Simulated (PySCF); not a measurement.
A structure optimised at PBE0-D3(BJ)/def2-TZVP, used in a PySCF frequency run:

```xyz
3

Ni     0.0000     0.0000     0.7741
O      0.0000     0.0000    -2.0393
C      0.0000     0.0000    -0.8933
```

**Question.** Write its SMILES, formula and point group.

**Answer.** [O+]#[C-]->[Ni], CNiO, C∞v

**Question.** What are its rotational constants (standard atomic weights)?

**Answer.** 4.5430 GHz (linear rotor, B only)
